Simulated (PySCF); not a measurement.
Job for PySCF: R-M06-2X/def2-TZVPP on CrF2O2 (SMILES [O]=[Cr](=[O])([F])[F]).

```python
from pyscf import gto, dft

mol = gto.M(
    atom='''
    Cr    0.03223962   -0.00030693    0.00007847
    O     0.94413711    0.87621301    0.89380018
    O     0.93155409   -0.89413453   -0.88924027
    F    -0.94208356    1.00200646   -0.98822772
    F    -0.96584725   -0.98377801    0.98358936
    ''',
    basis='def2-tzvpp',
    charge=0, spin=0, verbose=4, max_memory=1800)
mf = dft.RKS(mol, xc='m062x').density_fit(auxbasis='def2-universal-jkfit')
mf.grids.level = 4
mf.conv_tol = 1e-9
mf.max_cycle = 150
mf.kernel()
mf.dip_moment()
```

The log:

```
PySCF version 2.14.0

[INPUT] verbose = 4
[INPUT] num. atoms = 5
[INPUT] num. electrons = 58
[INPUT] charge = 0
[INPUT] spin (= nelec alpha-beta = 2S) = 0
[INPUT] symmetry False subgroup None
[INPUT] Mole.unit = angstrom
[INPUT] Symbol           X                Y                Z      unit          X                Y                Z       unit  Magmom
[INPUT]  1 Cr     0.032239620000  -0.000306930000   0.000078470000 AA    0.060924052160  -0.000580013639   0.000148286809 Bohr   0.0
[INPUT]  2 O      0.944137110000   0.876213010000   0.893800180000 AA    1.784160561938   1.655802615681   1.689037550287 Bohr   0.0
[INPUT]  3 O      0.931554090000  -0.894134530000  -0.889240270000 AA    1.760382100318  -1.689669380217  -1.680420569234 Bohr   0.0
[INPUT]  4 F     -0.942083560000   1.002006460000  -0.988227720000 AA   -1.780279914855   1.893517784445  -1.867479739503 Bohr   0.0
[INPUT]  5 F     -0.965847250000  -0.983778010000   0.983589360000 AA   -1.825186780664  -1.859071006270   1.858714509436 Bohr   0.0

nuclear repulsion = 350.670600029659
number of shells = 62
number of NR pGTOs = 295
number of NR cGTOs = 188
basis = def2-tzvpp
ecp = {}


******** <class 'pyscf.df.df_jk.DFRKS'> ********
method = DFRKS
initial guess = minao
damping factor = 0
level_shift factor = 0
DIIS = <class 'pyscf.scf.diis.CDIIS'>
diis_start_cycle = 1
diis_space = 8
diis_damp = 0
SCF conv_tol = 1e-09
SCF conv_tol_grad = None
SCF max_cycles = 150
direct_scf = False
XC library pyscf.dft.libxc version 7.1.2
    S. Lehtola, C. Steigemann, M. J. T. Oliveira, and M. A. L. Marques,  SoftwareX 7, 1–5 (2018)
XC functionals = m062x
    Y. Zhao and D. G. Truhlar,  Theor. Chem. Acc. 120, 215 (2008)
    Y. Zhao and D. G. Truhlar,  Theor. Chem. Acc. 120, 215 (2008)
radial grids:
    Treutler-Ahlrichs [JCP 102, 346 (1995); DOI:10.1063/1.469408] (M4) radial grids

becke partition: Becke, JCP 88, 2547 (1988); DOI:10.1063/1.454033
pruning grids: <function nwchem_prune>
grids dens level: 4
symmetrized grids: False
atomic radii adjust function: <function treutler_atomic_radii_adjust>
small_rho_cutoff = 0
Set gradient conv threshold to 3.16228e-05
Initial guess from minao.
tot grids = 144920
******** <class 'pyscf.df.df.DF'> ********
auxbasis = def2-universal-jkfit
init E= -1394.4016099487
  HOMO = -0.487444878879755  LUMO = -0.240808151193949  gap/eV = 6.71133
cycle= 1 E= -1393.98480867379  delta_E= 0.417  |g|= 1.96  |ddm|=  2.5
  HOMO = -0.336413574756397  LUMO = -0.332641011963041  gap/eV = 0.10266
cycle= 2 E= -1380.20594470566  delta_E= 13.8  |g|= 10.2  |ddm|= 3.37
  HOMO = -0.427444767448316  LUMO = -0.197448249539357  gap/eV = 6.25852
cycle= 3 E= -1394.2929953929  delta_E= -14.1  |g|= 1.47  |ddm|= 2.66
  HOMO = -0.417144790176636  LUMO = -0.16981616464147  gap/eV = 6.73015
cycle= 4 E= -1394.48310403283  delta_E= -0.19  |g|= 0.782  |ddm|= 0.506
  HOMO = -0.449473854195852  LUMO = -0.166765209088641  gap/eV = 7.69289
cycle= 5 E= -1394.55559815088  delta_E= -0.0725  |g|= 0.326  |ddm|= 0.202
  HOMO = -0.449960187074629  LUMO = -0.149716238183148  gap/eV = 8.17005
cycle= 6 E= -1394.56780498056  delta_E= -0.0122  |g|= 0.101  |ddm|= 0.0706
  HOMO = -0.457605470699671  LUMO = -0.151378166553552  gap/eV = 8.33287
cycle= 7 E= -1394.5692108468  delta_E= -0.00141  |g|= 0.0104  |ddm|= 0.0309
  HOMO = -0.457148030326724  LUMO = -0.149955248581963  gap/eV = 8.35914
cycle= 8 E= -1394.56923979162  delta_E= -2.89e-05  |g|= 0.00434  |ddm|= 0.00759
  HOMO = -0.457418308211488  LUMO = -0.149977991866817  gap/eV = 8.36588
cycle= 9 E= -1394.56924470045  delta_E= -4.91e-06  |g|= 0.00371  |ddm|= 0.00389
  HOMO = -0.45755876433376  LUMO = -0.150064869101583  gap/eV = 8.36734
cycle= 10 E= -1394.56924804933  delta_E= -3.35e-06  |g|= 0.00203  |ddm|= 0.00286
  HOMO = -0.457644753886349  LUMO = -0.149786240597391  gap/eV = 8.37726
cycle= 11 E= -1394.56924936427  delta_E= -1.31e-06  |g|= 0.000248  |ddm|= 0.00227
  HOMO = -0.457634718523264  LUMO = -0.149754838625058  gap/eV = 8.37784
cycle= 12 E= -1394.56924938465  delta_E= -2.04e-08  |g|= 6.85e-05  |ddm|= 0.000263
  HOMO = -0.457635607229212  LUMO = -0.149758756151413  gap/eV = 8.37776
cycle= 13 E= -1394.56924938793  delta_E= -3.29e-09  |g|= 2.64e-05  |ddm|= 0.000104
  HOMO = -0.457632086780993  LUMO = -0.149756413581733  gap/eV = 8.37772
cycle= 14 E= -1394.56924938889  delta_E= -9.56e-10  |g|= 1.42e-05  |ddm|= 6.79e-05
  HOMO = -0.457631782836341  LUMO = -0.149759680278651  gap/eV = 8.37763
Extra cycle  E= -1394.56924938872  delta_E= 1.73e-10  |g|= 4.61e-05  |ddm|= 2.18e-05
converged SCF energy = -1394.56924938872
Dipole moment(X, Y, Z, Debye):  0.30598, -0.00297,  0.00078
```

Self-consistency was reached.

Cost: roughly 60 core-seconds.
